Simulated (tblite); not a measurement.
Species: C8H14O2.
Atom-mapped SMILES: `[CH3:1][O:2][CH2:3][C@@H:4]([CH3:5])[O:6][C@H:7]1[CH:8]=[CH:9][CH2:10]1` (hydrogens: H11, H12, H13 on C1; H14, H15 on C3; H16 on C4; H17, H18, H19 on C5; H20 on C7; H21 on C8; H22 on C9; H23, H24 on C10)

Cartesian coordinates in Å at the GFN2-xTB level; atoms count from 1:
```
atom  x, y, z in Å
C1     1.9148   -0.0036   -2.2086
O2     1.0940   -0.5867   -1.2321
C3     1.4673   -0.2339    0.0793
C4     0.4774   -0.8591    1.0735
C5     1.0922   -0.9673    2.4649
O6    -0.7021   -0.0964    1.2122
C7    -1.5559   -0.0737    0.1009
C8    -2.9453    0.4388    0.3933
C9    -2.8662    1.4284   -0.4896
C10   -1.4484    1.1328   -0.8884
H11    1.8521    1.0917   -2.1798
H12    1.5589   -0.3634   -3.1717
H13    2.9633   -0.2982   -2.0730
H14    2.4841   -0.6024    0.2886
H15    1.4664    0.8593    0.2030
H16    0.2227   -1.8613    0.6902
H17    1.4012    0.0163    2.8075
H18    1.9506   -1.6324    2.4532
H19    0.3481   -1.3534    3.1551
H20   -1.5366   -1.0424   -0.4161
H21   -3.6940    0.0885    1.0784
H22   -3.5518    2.1817   -0.8333
H23   -0.7295    1.8837   -0.5686
H24   -1.2747    0.8728   -1.9313
```

Method: GFN2-xTB as coded in tblite; computed harmonic values from a numerical Hessian at the method's own geometry, unscaled. This tight-binding method is rough: wavenumbers can miss measured ones by several per cent, in bad cases by 10 to 20. One conformer, not necessarily the lowest.

Harmonic wavenumbers (cm⁻¹): 43.1, 64.3, 97.5, 102.7, 133.5, 171.4, 197.2, 231.6, 279.0, 292.6, 323.1, 423.6, 461.8, 500.3, 510.1, 746.1, 817.8, 855.3, 888.3, 908.1, 945.0, 953.3, 974.5, 998.3, 1007.7, 1026.0, 1053.1, 1096.8, 1103.6, 1118.6, 1122.5, 1138.7, 1153.3, 1168.8, 1181.2, 1184.3, 1193.4, 1222.7, 1256.1, 1275.9, 1302.5, 1341.1, 1352.8, 1395.9, 1407.1, 1444.0, 1469.9, 1473.9, 1478.0, 1491.4, 1493.5, 1659.3, 2838.1, 2845.4, 2870.5, 2883.0, 2890.1, 2914.7, 2993.8, 3010.4, 3028.8, 3047.4, 3049.8, 3057.7, 3113.4, 3137.1.

A = 1665, B = 1030, C = 680.7 MHz; mass 142.099 u (most abundant isotopes); point group C1, symmetry number 1.

Problem. What is the zero-point energy?

Solution. ½Σν̃ = 44605 cm⁻¹ = 127.53 kcal/mol.

Problem. What is S at 400 K and 1 bar for an ideal gas of classical rigid rotors and harmonic oscillators?

Solution. Translation 42.25, rotation 30.88, vibration 47.47: S = 120.6 cal/(mol K).

Problem. And Cp and H(400 K) − H(0)?

Solution. Cp = 56.13 cal/(mol K), of which vibrations give 48.18 (their classical limit is 66 R = 131.2); H(400 K) − H(0) = 12.87 kcal/mol without the zero-point energy, 9.69 from vibrations.

Problem. Which modes carry the vibrational entropy at 400 K?

Solution. 43.1 cm⁻¹: 5.69; 64.3 cm⁻¹: 4.90; 97.5 cm⁻¹: 4.08; 102.7 cm⁻¹: 3.98; 133.5 cm⁻¹: 3.46; 171.4 cm⁻¹: 2.98 cal/(mol K); the other 60 give 22.38 together.

Problem. What must be added to the electronic energy to get the Gibbs energy at 400 K and 1 bar?

Solution. ZPE + [H(400 K) − H(0)] − T·S = 127.53 + 12.87 − 48.24 = 92.16 kcal/mol.

Hindered rotation and anharmonicity are outside this model. Other conformers, if any are populated, would add a mixing term that is left out. The structure is chiral; the term R ln 2 for an equal mix with its mirror image is left out.
